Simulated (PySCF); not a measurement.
Species: H5SeSi2 (doublet state).
Bonds: Si1–Se2, Se2–Si3. Hydrogens: H4, H5 on Si1; H6, H7, H8 on Si3.

Computed, not measured: PBE0-D3(BJ)/def2-SVP geometry optimisation, gas phase in PySCF 2.14.0.

Task: What internal coordinates does the optimisation give?

Result: 
| bond | length (Å) |
| --- | --- |
| Si1–Se2 | 2.279 |
| Se2–Si3 | 2.290 |
| Si1–H4, Si1–H5 | 1.498 |
| Si3–H6, Si3–H7, Si3–H8 | 1.492 |

Bonds in one row agree within 0.01 Å and their mean is given. A selection of angles:
| angle | degrees |
| --- | --- |
| Se2–Si1–H4 | 111.0 |
| Se2–Si1–H5 | 106.8 |
| H4–Si1–H5 | 110.1 |
| Si1–Se2–Si3 | 95.6 |
| Se2–Si3–H6 | 110.3 |
| Se2–Si3–H7 | 110.8 |
| Se2–Si3–H8 | 105.7 |
| H6–Si3–H7 | 109.4 |

Se2 (selenium bonded to 2 Si) is bent (angle 95.6°). Si1 (silicon bonded to Se and 2 H) is pyramidal (angles 111.0°, 110.1° and 106.8°, sum 327.9°, 0.57 Å off the plane of its three neighbours). Si3 (silicon bonded to Se and 3 H) is distorted tetrahedral (angles from 105.7° to 110.8°).

PBE0-D3(BJ)/def2-SVP frequencies: not computed here. ⟨S²⟩ = 0.753 (exact for a doublet: 0.75). Torsions: H–Si1–Se2–Si3 52° and 172°.

One conformer stands for the species.
